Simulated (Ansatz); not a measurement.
The cluster Li₅Al₂. Charge 0, multiplicity 2. Geometry r2SCAN-D4/def2-TZVP; atoms count from 1.

```
atom    x (Å)    y (Å)    z (Å)
 Al1  -0.1973  -0.3571   0.6509
 Al2   0.9392   1.9633   0.9507
 Li3  -1.6902   1.8354   0.5330
 Li4  -2.3583  -1.2569  -0.6078
 Li5   0.4655  -2.6510  -0.5167
 Li6   0.3879   0.6780  -1.6774
 Li7   2.4531  -0.2117   0.6674
```

The structure comes from a short search, and lower isomers may exist.

(1) Estimate the Mulliken populations from the PBE0/def2-TZVP orbitals of Ansatz.

(2) Where does the spin sit?

(3) And the Mayer bond orders between bonded heavy atoms (over 0.3)?

Results:

(1) 
| atom | charge (e) | spin (α − β) |
| --- | --- | --- |
| Al1 | -1.39 | -0.13 |
| Al2 | -0.56 | 0.67 |
| Li3 | 0.48 | 0.14 |
| Li4 | 0.27 | 0.11 |
| Li5 | 0.27 | 0.11 |
| Li6 | 0.45 | -0.05 |
| Li7 | 0.48 | 0.14 |
Mulliken values and Mayer orders depend strongly on the basis.

(2) Summed by element: Al 0.54, Li 0.46, of 1 unpaired in all. Largest on single atoms: Al2 0.67, Li7 0.14, Li3 0.14.

(3) Al1–Al2 1.14 (2.60 Å); Al1–Li3 0.34 (2.66 Å); Al1–Li4 0.59 (2.66 Å); Al1–Li5 0.59 (2.66 Å); Al1–Li6 0.46 (2.61 Å); Al1–Li7 0.34 (2.65 Å); Al2–Li3 0.35 (2.67 Å); Al2–Li7 0.35 (2.67 Å).
